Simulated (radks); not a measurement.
Results of a calculation; reference values are marked as such.
Problem. The mean radii <r> (bohr) of the occupied orbitals of an atom or ion are listed with their occupations. Level of theory: scalar-relativistic Kohn-Sham, PBE, spin-unpolarised, spherical densities, finite nucleus; Fermi nuclear charge, rms radius of each element as measured or else 0.836 A^(1/3) + 0.57 fm (a radial shooting solver on a logarithmic mesh with Libxc functionals).

orbital  occ.      <r>
1s          2  0.03517
2s          2   0.1537
2p          6   0.1340
3s          2   0.4289
3p          6   0.4306
3d         10   0.4153
4s          2    1.108
4p          6    1.238
5s          1    3.595
4d          5    2.000

Name the element and its charge.

Solution. Z = 42, molybdenum, charge 0: Mo in [Kr] 4d5 5s1. The 1s radius gives Z: for a bare nucleus <r> = (2 gamma + 1)/(2Z) with gamma = sqrt(1 - (Z/c)^2), 0.03457 bohr for Z = 42, and screening makes it slightly larger (0.03517 here). The occupations add up to 42, and the charge is Z minus that.
